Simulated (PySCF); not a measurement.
SMILES C[Si](C)(C)CO (C4H12OSi) at its GFN2-xTB optimised geometry (Å):

```
18

C     -0.9866    -1.6594    -1.5300
Si    -0.2940    -0.7587     0.0000
C     -0.9420    -1.5893     1.5970
C      1.6107    -0.7587     0.0000
C     -0.9212     1.0634     0.0000
O     -0.5492     1.7528     1.1889
H     -0.6736    -1.1782    -2.4513
H     -2.0720    -1.6821    -1.5253
H     -0.6389    -2.6869    -1.5634
H     -2.0177    -1.4757     1.7038
H     -0.7285    -2.6539     1.5940
H     -0.4746    -1.1717     2.4850
H      2.0089    -1.7528     0.1811
H      2.0056    -0.4146    -0.9515
H      2.0000    -0.1002     0.7709
H     -0.4681     1.6359    -0.8103
H     -2.0089     1.1265    -0.1374
H     -0.9250     1.2788     1.9369
```

Computed with B3LYP/def2-SVP run with PySCF. Cells within 0.4 Å of a nucleus heavier than hydrogen are left out (blank, or x).

Map of the electrostatic potential (hartree/e), clipped to [-0.08, 0.12] on the plane z = 1.2 Å:

```
|3333333333322222223333333333333|
|3333333333222222222233333333333|
|3333333332222222222223333333333|
|3333333322211111122223333333333|
|3333333322110000112222333333333|
|3333333322100000001222333333333|
|4333333321000100001122333333333|
|4443333322139993000122233333333|
|4444433333499x99100122333333333|
|444444444479xxx9300122333333333|
|4444444445999xx9300123333333333|
|4444444556999999211223333333333|
|4444444556899995322334444433333|
|4444444556799975433346664433333|
|4444444556678887654479996443333|
|4444444555678999865599996443333|
|4444444555679999975689996433333|
|4444445556799999986679975433333|
|4444455678999999976666544333333|
|4444456999999999975555444333333|
|4444457999999999765555444333333|
|4444456899999999654444444433333|
|4444445679999997554444444443333|
|4444444456899996544444444444433|
|4444444444699996544444444444444|
|4444444444589996544444444444444|
|4444444444568875444444444444444|
|4444444444455555444444444444444|
|4444444444444444444444444444444|
|4444444444444444444444444444444|
|4444444444444444444444444444444|
```
Scale: ten equal steps from -0.080 (start of '0') to 0.120 (end of '9'), in the order '0123456789'; x runs from -4.50 to 4.50, y from -4.50 (bottom) to 4.50 (top).
